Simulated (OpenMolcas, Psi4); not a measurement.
Psi4 → OpenMolcas

This Psi4 1.11 job computes doublet [BF3]+:

job.in:
```
memory 2200 MB

molecule molecule1 {
  1 2
  F      0.543870     0.210740     1.174280
  B      0.000020     0.000000     0.000010
  F     -0.265170    -1.223510    -0.389620
  F     -0.278730     1.012770    -0.784660
  symmetry c1
}

set globals {
  reference            uks
  puream               true
  e_convergence        1e-09
  d_convergence        1e-08
  scf_type             pk
  dft_radial_points    99
  dft_spherical_points 590
  maxiter              100
}

e_tot, wfn = gradient('pbe/aug-cc-pVDZ', return_wfn=True)
oeprop(wfn, 'MAYER_INDICES', 'LOWDIN_CHARGES', 'QUADRUPOLE')
```

```bash
$ psi4 -n 1 job.in job.out
```

Geometry: relaxed at PBE0-D4/def2-TZVP. That shape belongs to the parent species and isn't relaxed for this state.

It gives a total energy of -323.736859 Eh.

**Question.** Translate the job to OpenMolcas 26.06 as an input file of the program's own, asking for the energy.

**Answer.** This input was run:

struct.xyz:
```
4

F      0.543870     0.210740     1.174280
B      0.000020     0.000000     0.000010
F     -0.265170    -1.223510    -0.389620
F     -0.278730     1.012770    -0.784660
```

job.input:
```
&GATEWAY
BasLib
$CurrDir
Coord
struct.xyz
Basis
aug-cc-pVDZ
Group
NoSym
&SEWARD
GridInput
Grid=UltraFine
End of Grid
&SCF
UHF
Charge
1
Spin
2
KSDFT
PBE
Thresholds
1e-10 1e-07 1e-07 1e-05
PrOrbitals
1
```

```bash
$ export MOLCAS_MEM=1860
$ pymolcas job.input > job.log
```

(Basis files named in the input come from the Basis Set Exchange and aren't shown.)

Its energy is -323.736859 Eh, 0.000 mEh from the first.
